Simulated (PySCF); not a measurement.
Te(F)4 cation (F4Te), SMILES F[Te](F)(F)F (connectivity only; charge and spin as stated), charge +1, multiplicity 2. Atoms are numbered in the order given.

```xyz
5

Te     0.0000     0.0000     0.1925
F      0.0000     1.9131     0.4660
F      1.4158     0.0000    -1.0221
F      0.0000    -1.9131     0.4660
F     -1.4158     0.0000    -1.0221
```
Charge +1, spin multiplicity 2.

Geometry optimised at r2SCAN-D4/def2-SVP. The spin state was assumed, not searched. The isomer is the one that the SMILES or the coordinates give; other isomers of the formula were not compared. The def2 effective core potentials stand for the cores of Te; spin–orbit coupling is left out.

All values below come from r2SCAN-D4/def2-SVP in PySCF.

Frequencies are harmonic and unscaled.

Estimate the vibrational spectrum. (The exact figures need the calculation; the answer reports its results.)


| mode | ν (cm⁻¹) | IR (km/mol) | moving atoms (share of kinetic energy) |
|---|---|---|---|
| 1 | 117 | 10.8 | F 81 %, Te 19 % |
| 2 | 128 | 2.5 | F 95 % |
| 3 | 199 | 0.0 | F 100 % |
| 4 | 212 | 19.1 | F 81 %, Te 19 % |
| 5 | 230 | 14.5 | F 89 %, Te 11 % |
| 6 | 541 | 8.2 | F 76 %, Te 24 % |
| 7 | 563 | 1.5 | F 100 % |
| 8 | 711 | 23.9 | F 88 %, Te 12 % |
| 9 | 719 | 43.8 | F 85 %, Te 15 % |
